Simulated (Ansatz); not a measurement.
The first iterations of a band of CH8OSiSn (12 atoms, charge 0, multiplicity 1).

All numbers below come from RKS PBE-D4/def2-SVP (Ansatz 0.2.0).

```json
{
  "movable images": "7",
  "climbing image": "yes",
  "spring": "5.0 eV/Å²",
  "optimiser": "quadratic models (default)",
  "start path": "through a guess of the saddle point",
  "force threshold": "0.05 eV/Å",
  "iteration limit": "60",
  "end points": "relaxed"
}
```

Image 0:

```xyz
12
Properties=species:S:1:pos:R:3
C -1.113 1.596 -0.014
Si -0.932 -0.068 0.854
O 0.652 -0.612 0.850
Sn 1.817 -1.324 -0.626
H -0.805 1.534 -1.078
H -0.491 2.370 0.480
H -2.170 1.934 0.013
H -1.846 -1.068 0.175
H -1.356 0.065 2.293
H 1.968 -0.084 -1.824
H 1.045 -2.738 -1.256
H 3.307 -1.662 0.168
```

Image 8:

```xyz
12
Properties=species:S:1:pos:R:3
C -1.166 1.466 -0.247
Si -0.470 -0.042 0.628
O 0.323 0.537 2.007
Sn 1.215 -1.317 -0.883
H -0.355 2.151 -0.563
H -1.848 2.019 0.429
H -1.738 1.162 -1.147
H 0.763 -0.145 2.543
H -1.593 -0.987 0.998
H 2.274 -0.226 -1.715
H 0.450 -2.309 -2.081
H 2.221 -2.365 0.065
```

| iteration | highest image above the first end (eV) | largest band force component (eV/Å) |
| --- | --- | --- |
| 1 | 6.687 | 18.539 |
| 2 | 4.082 | 6.939 |
| 3 | 3.898 | 2.872 |
| 4 | 3.888 | 1.408 |
| 5 | 3.624 | 1.452 |
| 6 | 3.294 | 1.588 |
| 7 | 3.154 | 1.645 |
| 8 | 2.970 | 1.050 |
| 9 | 2.643 | 1.068 |
| 10 | 2.677 | 2.111 |
| 11 | 2.650 | 1.997 |

Q: Does the band converge within its limit, and where does its top end?

A: It converged. It ended after 33 iterations with the highest image 2.827 eV above the first end. Neighbouring images differ by up to 2.8 eV, so the band resolves the path poorly. A vibrational analysis at the climbing image gives one clearly imaginary mode, 1296i cm⁻¹, and a faint second one (21i cm⁻¹) that may be numerical noise or a soft torsion: probably a first-order saddle point. The orbitals stay closed-shell, which can raise the energy where a bond breaks towards radicals; this wasn't checked here.

Run time: 8.6 min on 2 threads of Arm Neoverse V1, on a shared host, peak memory 0.16 GiB.
